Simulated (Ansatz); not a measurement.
Molecule: borinic acid, sum formula H3BO (charge 0, singlet). 
Coordinates optimised at B3LYP-D3(BJ)/def2-TZVP (Ansatz, a program for electronic structure):
```xyz
5

B     -0.7100     0.0755    -0.0345
O      0.6342     0.0146     0.0881
H     -1.3022    -0.7421    -0.6782
H     -1.2599     0.9729     0.5246
H      1.0388    -0.7247    -0.3785
```
Charge 0, spin multiplicity 1.

Wanted: atomisation energy (electronic, to ground-state atoms), in kcal/mol. Cores are frozen in the correlated levels unless marked. Open shells are spin-unrestricted. Spin-orbit coupling is left out. No relativistic terms. The coupled-cluster limit lacks core correlation, which all-electron functionals hold. CBS marks a two-point X^-3 extrapolation of the correlation energy; Hartree-Fock from the larger set.

```json
[
 {"level": "HF/cc-pVQZ", "program": "Ansatz", "atomisation energy (kcal/mol)": "330.4"},
 {"level": "r2SCAN-D4/def2-TZVPD", "program": "Ansatz + dftd4", "atomisation energy (kcal/mol)": "435.6"}
]
```

### Question
What does CCSD(T)/CBS(aug-cc-pVTZ,aug-cc-pVQZ) (Ansatz) give?

### Answer
434.6 kcal/mol
